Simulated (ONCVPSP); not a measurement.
## Pseudopotentials across the periodic table

Generated with ld1.x 7.5 (TM, RRKJ, ultrasoft, PAW), atompaw 4.2 or ONCVPSP 4.0.1. The cutoff is in Ry: for ld1.x and atompaw files where the sum of valence levels is converged to 10 mRy in a Bessel basis, for ONCV files where the hardest occupied wave has 1 mHa per electron of residual kinetic energy. The error is the largest all-electron minus pseudo excitation energy over each file’s own four to seven test configurations (ionisations up to +4, promotions, holes and added fractions of an electron), all of which were solved. The labels leave out finer settings (local radius, basis sizes, second energies), which also bear on the numbers. Spin-polarised tests are not counted. The rows are a selection from randomly drawn settings: files with unsolved tests, undetermined cutoffs or missed reference levels are left out.

A true bound ghost makes a file unfit for plane-wave use even where its test errors are small: the radial tests pick states by their node count and pass the ghost by.

| element | potential | cutoff (Ry) | largest error (meV) | bound ghosts |
| --- | --- | --- | --- | --- |
| As | ONCV, PBE, scalar-relativistic, rc 1.75/1.60 (sp), local smoothed, core correction no, reference 4s1.75 4p3.25, qcut 4.6/6.1, projectors 2/2 | 19 | -26 | none |
| As | ONCV, PBE, scalar-relativistic, rc 1.75/2.20/0.70 (spd), local smoothed, core correction yes, reference 3d10 4s1.75 4p3.25, qcut 3.3/5.6/25.3, projectors 3/1/3 | 466 | -2.9 | none |
| Rb | ONCV, PBE, fully relativistic, rc 2.70/1.90/2.35 (spd), local smoothed, core correction yes, reference 4s2 4p6 5s1, qcut 5.3/5.8/3.7, projectors 2/2/2 | 28 | -235 | none |
| Sr | ONCV, BLYP, fully relativistic, rc 2.55/1.70/2.60 (spd), local smoothed, core correction no, reference 4s2 4p6 5s0.5, qcut 5.5/4.6/4, projectors 2/1/2 | 75 | +29 | none |
| Tc | ONCV, PBE, fully relativistic, rc 2.05/2.15/2.35 (spd), local smoothed, core correction no, reference 4s2 4p6 4d5 5s1.75 5p0.25, qcut 6.7/5.8/8.1, projectors 2/3/2 | 36 | -4.3 | s |
| Sb | ONCV, PBE, scalar-relativistic, rc 1.35/1.55/1.35 (spd), local d, core correction no, reference 4s2 4p6 4d10 5s1.5 5p3.5, qcut 11.4/10.2/9.3, projectors 2/2/0 | 81 | -202 | none |
| Lu | ONCV, PBE, scalar-relativistic, rc 2.15/1.60/2.65/1.05 (spdf), local f, core correction yes, reference 4f13.5 5s2 5p6 5d1.5 6s2, qcut 7/8.2/5.9/13.4, projectors 2/2/2/0 | 408 | -56 | s, p |

Q: Fill in the row for Tc: ONCV, PW91, scalar-relativistic, rc 1.55/1.10/1.50 (spd), local smoothed, core correction no, reference 4s2 4p6 4d5 5s1, qcut 8.8/6.5/5.8, projectors 2/2/2.

A: cutoff 191 Ry, largest error -72 meV, bound ghosts: none.

Q: Fill in the row for Ga: ONCV, LDA (Perdew-Wang 92), scalar-relativistic, rc 1.90/1.55 (sp), local smoothed, core correction yes, reference 4s2, qcut 3/5.7, projectors 1/1.

A: cutoff 47 Ry, largest error -155 meV, bound ghosts: s.
